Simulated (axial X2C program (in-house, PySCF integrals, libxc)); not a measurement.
## CaI⁺: cheaper levels and CCSD(T), with spin–orbit coupling

All values were computed with an axial X2C code built on PySCF integrals. Two-component (2c) means X2C with spin–orbit coupling and atomic mean-field two-electron Coulomb and Gaunt terms. Basis: I dyall-cv3z [11s12p8d4f1g], Ca dyall-cv3z [11s12p6d4f] (cores contracted in-house); Gaussian nuclei, density fitting, unrestricted open shells. Masses: I 126.904 u, Ca 39.963 u.

State: Ω = 0 (closed shell); fragments I + Ca+.

```csv
level,Re (Å),ωe (cm⁻¹),De (eV)
PBE0,2.685,298.3,3.07
HF,2.759,286.9,1.77
MP2,2.760,285.0,2.77
CCSD,2.760,284.3,2.66
B97-3,2.697,296.1,3.05
```

Correlated methods: 8 electrons correlated (number of frozen shells: I 4 s, 3 p, 2 d; Ca 3 s, 2 p), 300 virtual spin orbitals or spinors in MP2, 88 natural virtuals in coupled cluster.

CCSD(T), same Hamiltonian and basis:

Re = 2.762 Å, ωe = 283.4 cm⁻¹, De = 2.74 eV; T1 = 0.009 (Lee–Taylor normalisation).

Give the differences from CCSD(T) in the columns below.



| level | ΔRe (Å) | Δωe (cm⁻¹) | ΔDe (eV) |
| --- | --- | --- | --- |
| PBE0 | -0.077 | 14.9 | 0.33 |
| HF | -0.003 | 3.5 | -0.97 |
| MP2 | -0.002 | 1.6 | 0.03 |
| CCSD | -0.002 | 0.9 | -0.08 |
| B97-3 | -0.065 | 12.7 | 0.31 |

Occupations by symmetry block were frozen at the best pattern of an incomplete PBE0 search. Closed shells are restricted here (equal orbitals for both partners); the stretched side of such a curve lies too high. De is counted from the lowest determinant-based energies of the atoms at the same level, without counterpoise correction. CCSD and (T) use frozen natural virtuals with an MP2 correction for the truncation; (T) itself is uncorrected, so its De runs slightly low. Without a current term, density functionals place determinants with orbital angular momentum somewhat too high. The outer-core s and p shells of the metal are frozen in the correlated rows, which leaves out core–valence correlation; for alkali and alkaline-earth bonds that tends to lengthen them. With the outer-core shells frozen, correlated bond lengths of heavy atoms tend to come out a few hundredths of an ångström too long.
